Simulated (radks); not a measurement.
Task: These are the eigenvalues of the occupied orbitals of an atom or ion with whole-number occupations (Ry). Method: scalar-relativistic Kohn-Sham, LB94 model potential, spin-polarised, spherical densities, finite nucleus; Fermi nuclear charge, rms radius of each element as measured or else 0.836 A^(1/3) + 0.57 fm; computed with a radial shooting solver on a logarithmic mesh with Libxc functionals.

orbital  eigenvalue
1s down   -1701.095
1s up     -1700.957
2s up     -366.0565
2s down   -365.1535
2p up     -345.6851
2p down   -344.7717

Which element is it, and in what charge state? The configuration may be excited. Open shells, if any, are filled with parallel spins first.

Result: Z = 43, technetium, charge +34: Tc34+ in [He] 2s2 2p5. The list shows which subshells hold electrons but not how many an open one holds; the 1s level, -850.55 hartree, gives Z - s = 41.2 by -(Z - s)^2/2, which with screening and relativity narrows Z to a few neighbours, and the depths of the outer levels then fix element, charge and occupations together.
